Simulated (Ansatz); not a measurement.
`N=[CH][Al]1[CH2][CH2]1` and `[Cl][Al]1[CH2][CH2]1` differ in one atom or group.

Ansatz, PBE0-D4/def2-TZVP geometries, multiplicity 1. Each molecule was computed in one conformer, which needn't be the lowest.

```csv
property,`N=[CH][Al]1[CH2][CH2]1`
HOMO energy (ωB97M-V/def2-TZVPP) / eV,-8.17
LUMO energy (PBE/def2-TZVPP) / eV,-2.95
HOMO–LUMO gap (B3LYP/def2-TZVPP) / eV,3.55
HOMO–LUMO gap (PBE0/def2-TZVPP) / eV,3.96
size of the dipole moment (ωB97M-V/def2-TZVPP) / D,0.80
"ideal-gas entropy at 298 K and 1 bar (rigid rotor, harmonic PBE0-D4/def2-TZVP) / J/(mol·K)",345
```

**Question.** What does the change do to each property? (Estimate.)

**Answer.** Computed: 
```csv
property,`[Cl][Al]1[CH2][CH2]1`,shift
HOMO energy (ωB97M-V/def2-TZVPP) / eV,-8.38,-0.21
LUMO energy (PBE/def2-TZVPP) / eV,-1.82,1.13
HOMO–LUMO gap (B3LYP/def2-TZVPP) / eV,4.77,1.22
HOMO–LUMO gap (PBE0/def2-TZVPP) / eV,5.22,1.26
size of the dipole moment (ωB97M-V/def2-TZVPP) / D,0.17,-0.63
"ideal-gas entropy at 298 K and 1 bar (rigid rotor, harmonic PBE0-D4/def2-TZVP) / J/(mol·K)",308,-37
```

With PBE0 the HOMO falls by 0.21 eV and the LUMO rises by 1.04 eV, so the gap widens by about 1.25 eV. PBE moves the HOMO by -0.20 eV and ωB97M-V by -0.21 eV. The zero-point energy changes by -77.2 kJ/mol with -9 modes. Dipoles are sizes alone; their direction can turn. Modes under 60 cm⁻¹, often nearly free rotors, make the harmonic entropy too high.

B3LYP here is the variant with VWN-RPA as its local correlation; programs differ in this.
